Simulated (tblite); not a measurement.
Q: What does the GFN2-xTB structure of `C[SiH2]/C(F)=C1\C=CC1` look like in three dimensions?

A: 
Z-matrix in Å and degrees, rows numbered from 1:
```
C 
Si  1  1.8988
C   2  1.8958  1  108.50
F   3  1.3678  2  113.91  1   -78.90
C   3  1.3266  2  128.41  1   100.59
C   5  1.4558  3  135.15  2     0.17
C   6  1.3416  5   93.25  3  -179.84
C   7  1.5114  6   93.91  5    -0.06
H   1  1.0871  2  111.40  3   -60.91
H   1  1.0870  2  111.25  3    59.10
H   1  1.0862  2  111.06  3   178.99
H   2  1.4652  1  110.90  3  -117.42
H   2  1.4657  1  111.21  3   118.35
H   6  1.0738  5  132.10  3     0.03
H   7  1.0739  6  134.72  5   179.95
H   8  1.0893  5  114.90  3   -64.34
H   8  1.0892  5  115.00  3    63.92
```

The 5 C–C bonds span 1.327 Å (C3=C5, drawn double) to 1.528 Å (C5–C8, drawn single), a spread of 0.201 Å. Si2 (SiH2 silicon) is tetrahedral (angles from 107.2° to 111.2°). The 4-membered ring C5–C6–C7–C8 has internal angles of 84.0° to 93.9°; it is planar, 0.00 Å rms from its mean plane, widest ring torsion 0°.

The geometry is computed with GFN2-xTB (gas phase).

Point group: C1 (no symmetry element, even within 0.4 Å). Its lowest GFN2-xTB frequency is 9 cm⁻¹, too small to tell a flat minimum from a shallow saddle. The numbers are those of one conformer (C1–Si2–C3–F4 -79°). 3 starts were optimised and ended at 0.00, 0.02 and 0.11 kcal/mol (GFN2-xTB); the lowest of these is shown.

On one thread, Arm Neoverse N1 (aarch64), no GPU, shared host with 64 logical CPUs at a one-minute load of 60, this took 0.9 s wall. That covers the optimisation of the geometry.
